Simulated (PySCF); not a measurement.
Isomers of C7H9FOS, mass 160.036 u with the commonest isotopes. Method: PBE0/pcSseg-1 in PySCF (dipole) on a GFN2-xTB geometry, gas phase. One conformer each, none proved a minimum here; rigid rotors.

Question: Order these by radius of gyration √(Σ m r²/M), smallest first.
A. `[CH3:1][C:2](=[S:3])[C:4]1=[CH:5][C@@H:6]([F:7])[CH2:8][O:9][CH2:10]1` with C1–C2–C4–C5 8°, C4–C5–C6–F7 -143°, C5–C6–C8–O9 52°, C6–C8–O9–C10 -67°, C8–O9–C10–C4 46°
B. `[CH3:1][CH2:2][c:3]1[s:4][cH:5][c:6]([F:7])[c:8]1[O:9][CH3:10]` with C1–C2–C3–S4 79°, C6–C8–O9–C10 6°
C. `[CH2:1]=[C:2]([CH3:3])[C@@H:4]1[CH:5]=[C:6]([F:7])[S@:8](=[O:9])[CH2:10]1` with C1–C2–C4–C5 -135°, C2–C4–C5–C6 -110°, C5–C6–S8–O9 96°, C6–S8–C10–C4 18°, C2–C4–C10–S8 102°

Answer: C (2.158 Å), B (2.237 Å), A (2.421 Å).

Question: Order these by out-of-plane moment Σ m c² = (Ia + Ib − Ic)/2, smallest first.
A. `[CH3:1][CH2:2][c:3]1[s:4][cH:5][c:6]([F:7])[c:8]1[O:9][CH3:10]` with C1–C2–C3–S4 79°, C6–C8–O9–C10 6°
B. `[CH2:1]=[C:2]([CH3:3])[C@@H:4]1[CH:5]=[C:6]([F:7])[S@:8](=[O:9])[CH2:10]1` with C1–C2–C4–C5 -135°, C2–C4–C5–C6 -110°, C5–C6–S8–O9 96°, C6–S8–C10–C4 18°, C2–C4–C10–S8 102°
C. `[CH3:1][C:2](=[S:3])[C:4]1=[CH:5][C@@H:6]([F:7])[CH2:8][O:9][CH2:10]1` with C1–C2–C4–C5 8°, C4–C5–C6–F7 -143°, C5–C6–C8–O9 52°, C6–C8–O9–C10 -67°, C8–O9–C10–C4 46°

Answer: C (18.48 u·Å²), A (23.83 u·Å²), B (102.14 u·Å²).

Question: Order these by rotational constant A, largest first.
A. `[CH3:1][CH2:2][c:3]1[s:4][cH:5][c:6]([F:7])[c:8]1[O:9][CH3:10]` with C1–C2–C3–S4 79°, C6–C8–O9–C10 6°
B. `[CH2:1]=[C:2]([CH3:3])[C@@H:4]1[CH:5]=[C:6]([F:7])[S@:8](=[O:9])[CH2:10]1` with C1–C2–C4–C5 -135°, C2–C4–C5–C6 -110°, C5–C6–S8–O9 96°, C6–S8–C10–C4 18°, C2–C4–C10–S8 102°
C. `[CH3:1][C:2](=[S:3])[C:4]1=[CH:5][C@@H:6]([F:7])[CH2:8][O:9][CH2:10]1` with C1–C2–C4–C5 8°, C4–C5–C6–F7 -143°, C5–C6–C8–O9 52°, C6–C8–O9–C10 -67°, C8–O9–C10–C4 46°

Answer: C (2115 MHz), B (1867 MHz), A (1518 MHz).

| SMILES | point group | Ia (u·Å²) | Ib (u·Å²) | Ic (u·Å²) | κ | μa (D) | μb (D) | μc (D) |
| --- | --- | --- | --- | --- | --- | --- | --- | --- |
| CCc1scc(F)c1OC | C1 | 332.87 | 492.12 | 777.33 | -0.13 | 0.11 | 0.60 | 0.05 |
| C=C(C)[C@@H]1C=C(F)[S@](=O)C1 | C1 | 270.73 | 576.36 | 642.81 | -0.83 | 2.13 | 1.41 | 2.92 |
| CC(=S)C1=C[C@@H](F)COC1 | C1 | 238.95 | 717.22 | 919.21 | -0.80 | 0.95 | 1.60 | 0.54 |
